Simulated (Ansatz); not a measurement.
**Relative stability**

Two relaxed structures of MgAlBH4O, closed shell (PBE0-D4/def2-TZVP; forces vanish, vibrations not checked).

A:

```
atom    x (Å)    y (Å)    z (Å)
  B1  -0.0970  -0.0078  -0.3433
 Mg2   0.3705  -0.4302  -2.5799
  O3   0.2280  -0.8597   0.6424
 Al4   0.5797  -1.8395   1.9673
  H5   1.9837  -1.6416   2.6583
  H6  -0.6586   1.0110   0.0189
  H7   0.7177  -0.7459  -4.2370
  H8  -0.5013  -2.9123   2.3780
```

B:

```
atom    x (Å)    y (Å)    z (Å)
  B1  -1.0410   2.7475  -0.5014
 Mg2  -0.2504   0.6564  -0.1211
  O3   0.3800  -1.0067   0.1818
 Al4   0.9652  -2.5464   0.4649
  H5  -0.7168   3.7013   0.1530
  H6  -1.8235   3.0048  -1.3760
  H7   2.0243  -3.1899  -0.5324
  H8   0.4621  -3.3671   1.7312
```

Computed with Ansatz 0.2.0 (basis: def2-TZVPP); correlated methods freeze the cores. The outer core shell of Li, Na, Mg and K is correlated. The def2 sets are not built for correlating such inner shells, so the correlated values are less sure here. B3LYP uses VWN-RPA correlation.

Question: Which structure is lower at CCSD(T), and by how much? (Judge from chemistry; the value comes from the calculation.)

Answer: The calculation gives: B, by 20.5 kJ/mol (electronic energy, against the other). By their contacts, A is MgAlBH₄O ([MgH][BH][O][AlH2]) and B is MgAlBH₄O ([BH2][Mg][O][AlH2]).

All methods give the same order:

```json
{"method": "PBE-D4", "E(B) − E(A) (kJ/mol)": "-0.1"}
{"method": "r2SCAN-D4", "E(B) − E(A) (kJ/mol)": "-12.6"}
{"method": "PBE0-D4", "E(B) − E(A) (kJ/mol)": "-5.2"}
{"method": "B3LYP-D4", "E(B) − E(A) (kJ/mol)": "-8.4"}
{"method": "wB97M-V", "E(B) − E(A) (kJ/mol)": "-12.1"}
{"method": "HF", "E(B) − E(A) (kJ/mol)": "-17.9"}
{"method": "MP2", "E(B) − E(A) (kJ/mol)": "-27.8"}
{"method": "CCSD", "E(B) − E(A) (kJ/mol)": "-22.4"}
{"method": "CCSD(T)", "E(B) − E(A) (kJ/mol)": "-20.5"}
```

The T1 diagnostic stays at or below 0.014.

Labels in which every atom is bracketed show which atoms are joined, not bond orders.

For scale, one of the runs: CCSD(T)/def2-TZVPP, 192 basis functions, launched by `ansatz run in.yaml --threads 2 --pin off --events-out ev --progress --plain --max-ram 4352MiB`. The run took 22 s on 2 CPU threads of an AMD EPYC 9R45 (shared host), with 2.2 GiB of host memory at its peak.
